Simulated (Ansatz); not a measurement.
Sn(CF3)(OH)3 (CH₃F₃O₃Sn), SMILES [OH][Sn]([OH])([OH])[C](F)(F)F.

Geometry: PBE0-D3(BJ)/def2-SVP. The def2 effective core potentials stand for the cores of Sn; spin–orbit coupling is left out. The values are those of a single conformer.

Two levels are set side by side: PBE/def2-SVPD (Ansatz, a quantum-chemistry and plane-wave program) and PBE0/def2-SVPD (Ansatz). Energy differences of separate SCF runs at the same geometry; the states with an electron removed or added have multiplicity 2 and 2. Differences are taken from unrounded values.

```
quantity                            PBE0
---------------------------------  -----
vertical ionisation energy (eV)    10.95
vertical singlet–triplet gap (eV)   5.16
```

Task: What does PBE give, and how far is it from PBE0? (The exact figures need the calculation; the answer reports its results.)

Result: 
```csv
quantity,PBE,PBE minus PBE0
vertical ionisation energy (eV),10.21,-0.74
vertical singlet–triplet gap (eV),4.42,-0.74
```
